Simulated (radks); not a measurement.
Values are calculated unless marked as measured or tabulated.
Problem. The cadmium ion Cd34+, configuration [Ne] 3s2 3p2 (the NIST ground configuration). Level of theory: Dirac Kohn-Sham, PBE, spin-unpolarised, spherical densities, finite nucleus; open shells fill j = l - 1/2 first; Fermi nuclear charge, rms radius 4.6087 fm (a radial shooting solver on a logarithmic mesh with Libxc functionals).

Spin-orbit splittings of the eigenvalues, e(l+1/2) - e(l-1/2), with zeta = 2 splitting/(2l+1) and mean radii in bohr:

| shell | occ. | splitting (eV) | zeta (eV) | <r> j=l-1/2 | <r> j=l+1/2 |
|---|---|---|---|---|---|
| 2p | 6 | ? | ? | 0.1095 | 0.1144 |
| 3p | 2 | 48.61 | 32.41 | 0.3019 | 0.3094 |

Estimate the 2p splitting.

Solution. 198.0 eV (zeta = 132.0 eV).
